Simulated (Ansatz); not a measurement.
Consider the redistribution: `[OH][Sn][O][SiH3]` + `CC([SiH3])BCl` → `[SiH3]C([SiH3])BCl` + `C[O][Sn][OH]`.

Gas-phase electronic energies from Ansatz, PBE0-D4/def2-TZVP geometries. CBS: MP2 limit from def2 TZ/QZ plus the TZ coupled-cluster correction, frozen cores. DFT in def2-TZVPP. B3LYP here is the variant with VWN-RPA as its local correlation; programs differ in this. Elements past krypton have def2 core potentials. For Sn outer-core shells are correlated without core-valence functions, which leaves a few kJ/mol of doubt a bond. One conformer a species, not always the lowest.

| level | ΔE (kJ/mol) | difference from CCSD(T)/CBS |
| --- | --- | --- |
| PBE-D4 | 123.2 | -17.7 |
| r2SCAN-D4 | 134.2 | -6.7 |
| PBE0-D4 | 130.0 | -10.9 |
| B3LYP-D4 | 135.9 | -5.0 |
| B2PLYP | 140.9 | 0.0 |
| PBE | 124.3 | -16.6 |
| r2SCAN | 134.5 | -6.4 |
| PBE0 | 131.1 | -9.8 |
| B3LYP | 137.8 | -3.1 |
| HF/def2-TZVPP | 152.3 | 11.4 |
| MP2/def2-TZVPP | 144.2 | 3.3 |
| SCS-MP2/def2-TZVPP | 144.6 | 3.7 |
| HF/def2-QZVPP | 153.6 | 12.7 |
| SCS-MP2/def2-QZVPP | 146.3 | 5.4 |
| HF/CBS(def2) | 153.8 | 12.9 |
| MP2/CBS(def2) | 146.1 | 5.2 |
| CCSD(T)/CBS | 140.9 | 0 |

Largest T1 diagnostic among the species: 0.017.

From PBE to PBE0 (25 % exact exchange), in def2-TZVPP and without D4, ΔE moves by +6.8 kJ/mol. In def2-TZVPP, CCSD(T) changes the Hartree–Fock value by −13.3 kJ/mol (the triples alone add −2.8 kJ/mol) and MP2 by −8.1 kJ/mol.
